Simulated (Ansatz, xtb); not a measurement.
## Relative energy of two structures of B2H3NSi

Structure a: a singlet given by its coordinates. Structure b: a singlet given by its coordinates. Both are isolated molecules in the gas phase, relaxed with B3LYP-D3(BJ)/def2-SVP.

a (Å):

```yaml
atoms:
  - { symbol: B, position_ang: [1.7932, -0.3239, 0.3851] }
  - { symbol: B, position_ang: [0.3443, -1.0958, -0.8645] }
  - { symbol: N, position_ang: [0.9721, 0.1782, -0.6761] }
  - { symbol: Si, position_ang: [2.1770, -1.9065, -0.7856] }
  - { symbol: H, position_ang: [2.0348, 0.2311, 1.4227] }
  - { symbol: H, position_ang: [0.7143, 1.1231, -0.9609] }
  - { symbol: H, position_ang: [-0.8268, -1.2932, -1.0452] }
```

Close contacts (Å): B1–N3 1.43, B1–Si4 2.01, B2–N3 1.43, B2–Si4 2.01, B1–H5 1.20, B2–H7 1.20, N3–H6 1.02.

b (Å):

```xyz
7

B     0.4135   -1.1351   -1.0787
B     0.5033    0.1205   -0.0826
N     1.5867    0.5877    0.6146
Si    2.3979   -0.7902   -0.1957
H    -0.0255   -2.1942   -0.6813
H     0.4710   -0.9628   -2.2784
H     1.8052    1.3375    1.2607
```

Close contacts (Å): B1–B2 1.61, B1–Si4 2.20, B2–N3 1.37, B2–Si4 2.11, N3–Si4 1.79, B1–H5 1.21, B1–H6 1.21, N3–H7 1.01.

Task: Estimate E(b) − E(a) at the level CCSD(T)/def2-TZVP.

Result: Calculated at CCSD(T)/def2-TZVP: E(b) − E(a) = −14.1 kJ/mol, so structure b lies lower.

The same difference at several levels:

```json
{"level": "B3LYP-D3(BJ)/def2-SVP", "geometry": "B3LYP-D3(BJ)/def2-SVP", "E(b) − E(a) (kJ/mol)": "−2.3", "departure from the last row (kJ/mol)": "+11.8", "job, with rough time for the two": "optimisation, 50 s"}
{"level": "HF/def2-TZVP", "geometry": "B3LYP-D3(BJ)/def2-SVP", "E(b) − E(a) (kJ/mol)": "+6.9", "departure from the last row (kJ/mol)": "+21.1", "job, with rough time for the two": "part of the CCSD(T) run"}
{"level": "MP2/def2-TZVP", "geometry": "B3LYP-D3(BJ)/def2-SVP", "E(b) − E(a) (kJ/mol)": "−18.2", "departure from the last row (kJ/mol)": "−4.0", "job, with rough time for the two": "part of the CCSD(T) run"}
{"level": "CCSD(T)/def2-TZVP", "geometry": "B3LYP-D3(BJ)/def2-SVP", "E(b) − E(a) (kJ/mol)": "−14.1", "departure from the last row (kJ/mol)": "", "job, with rough time for the two": "single point, 58 s"}
```

HF/def2-TZVP puts the two in the other order. The largest departure from CCSD(T)/def2-TZVP is that of HF/def2-TZVP, 21.1 kJ/mol. Levels run at GFN2-xTB geometries aren't shown.

With harmonic frequencies from B3LYP-D3(BJ)/def2-SVP (ideal gas, rigid rotor, one conformer each, 600 K, 1 atm): on the last row, ΔE + ΔZPE = −17.3, ΔH = −15.8, ΔG = −19.2 kJ/mol.

The T1 diagnostic of structure a is large, so the coupled-cluster value is less sure. The correlated steps freeze 8 core orbitals. Programs: Ansatz 0.2.0; the last row on 1 thread of Arm Neoverse V1 on a shared host.
